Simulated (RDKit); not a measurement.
Job for RDKit: UFF on C2H6Se (SMILES CC[SeH]), a point of a torsion scan.

```python
from rdkit import Chem
from rdkit.Chem import AllChem, rdDetermineBonds

blocks = [
'''9

C    -0.85970003    0.53330452    0.08575334
C     0.04243482   -0.68565035   -0.08484790
Se   -0.71676311   -2.09579262   -1.24891062
H    -1.78761825    0.42337888   -0.47180743
H    -0.36496559    1.43369629   -0.26844149
H    -1.11803592    0.67494729    1.13239778
H     0.98318227   -0.42890181   -0.57357728
H     0.27321689   -1.16444366    0.86666335
H    -1.85622266   -2.36516306   -0.39810407
''',
]
mol = None
for b in blocks:
    f = Chem.MolFromXYZBlock(b)
    rdDetermineBonds.DetermineBonds(f, charge=0)
    mol = f if mol is None else Chem.CombineMols(mol, f)
Chem.SanitizeMol(mol)
print(Chem.MolToSmiles(Chem.RemoveHs(mol)))
ff = AllChem.UFFGetMoleculeForceField(mol, vdwThresh=100.0, ignoreInterfragInteractions=False)
e = ff.CalcEnergy()
print(f'UFF energy {e:.6f} kcal/mol')
```

Output:

```
CC[SeH]
UFF energy 7.192282 kcal/mol
```

The run finished.

Cost: very roughly 0.020 core-seconds.
